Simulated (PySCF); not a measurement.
**Nitrogen: a sound run and one with changed settings**

Sound run: N²⁺ [He] 2s2 2p1, N³⁺ [He] 2s2. Computed with PySCF 2.14 in cc-pVTZ (4s3p2d1f, 30 functions), with no relativity, point nucleus. The sound run starts from symmetry-adapted Hartree-Fock orbitals and uses a fine grid where one is needed.

Changed run: initial guess minao, at most 50 SCF cycles, level shift 10.0 hartree.

| species | method | sound run (hartree) | changed run (hartree) | converged |
| --- | --- | --- | --- | --- |
| N²⁺ | UHF | -52.81740 | -52.81740 | no |
| N²⁺ | PBE0 | -52.90321 | -52.90321 | no |
| N²⁺ | TPSS | -52.97614 | -52.97614 | no |
| N³⁺ | UHF | -51.08069 | -51.08069 | no |
| N³⁺ | PBE0 | -51.14057 | -51.14057 | no |
| N³⁺ | TPSS | -51.20518 | -51.20518 | no |

A level shift slows the SCF but leaves a converged energy unchanged.
